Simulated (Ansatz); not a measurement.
A nudged elastic band was laid between two geometries of BFH3N + H3N (10 atoms, charge 0, multiplicity 1).

Level of theory: RKS B3LYP-D4/6-31G* in Ansatz 0.2.0.

- movable images: 5
- climbing image: yes
- spring: 5.0 eV/Å²
- optimiser: quadratic models (default)
- start path: through a guess of the saddle point
- force threshold: 0.03 eV/Å
- iteration limit: 60
- end points: relaxed

First end point:

```xyz
10
Properties=species:S:1:pos:R:3
B -0.112 -0.348 -0.145
H -0.089 -0.957 0.883
F 1.020 0.227 -0.591
N -1.282 -0.236 -0.900
H -2.149 -0.674 -0.628
H -1.320 0.249 -1.787
N -0.202 2.504 1.272
H -1.041 2.204 0.775
H 0.579 2.216 0.686
H -0.151 1.923 2.108
```

Last end point:

```xyz
10
Properties=species:S:1:pos:R:3
B -0.100 0.713 -0.636
H -0.450 -0.089 3.079
F 1.093 0.270 -1.097
N -1.270 0.037 -1.056
H -1.220 -0.775 -1.651
H -2.201 0.262 -0.741
N -0.098 1.825 0.246
H -0.930 2.269 0.602
H 0.757 2.307 0.479
H -0.330 0.288 2.448
```

Problem. Which bonds break or form, and what moves?

Solution. Bonds broken: B1–H2, N7–H10. Bonds formed: B1–N7, H2–H10. BFH3N + H3N becomes BFH4N2 + H2.

Problem. Give the energies along the band, and the barrier.

Solution. The run converged. The highest image is number 3 of 0 to 6, 39.4 kcal/mol above the first end and 53.6 kcal/mol above the last; the last end lies 14.2 kcal/mol below the first. The profile has 2 maxima (images 1, 3) with wells between them (image 2): this band takes more than one step, which may be the mechanism or a detour left from its start path. Neighbouring images differ by up to 2.0 eV, so the band resolves the path poorly. A vibrational analysis at the climbing image gives one clearly imaginary mode, 1637i cm⁻¹: a first-order saddle point. The orbitals stay closed-shell, which can raise the energy where a bond breaks towards radicals; this wasn't checked here.

```tsv
image	path coordinate (Å)	energy (kcal/mol)	B1–H2 (Å)	N7–H10 (Å)	B1–N7 (Å)
0	0.00	0.0	1.19	1.02	3.19
1	1.27	9.8	1.20	1.02	2.67
2	2.54	8.0	1.22	1.02	1.70
3	3.81	39.4	1.51	1.29	1.58
4	4.75	-7.5	2.41	2.15	1.42
5	5.69	-13.7	3.27	2.63	1.42
6	6.62	-14.2	3.82	2.70	1.42
```

Problem. What is the geometry of the highest image?

Solution. 
```xyz
10
Properties=species:S:1:pos:R:3
B -0.157 0.370 0.024
H -0.379 -0.212 1.405
F 1.073 -0.085 -0.339
N -1.274 0.118 -0.862
H -1.285 -0.812 -1.266
H -2.202 0.342 -0.523
N -0.132 1.815 0.666
H -0.844 2.475 0.359
H 0.788 2.246 0.706
H -0.336 0.851 1.503
```

Time of the run: 2.3 min on 2 threads of Arm Neoverse V1, on a shared host, peak memory 0.14 GiB.
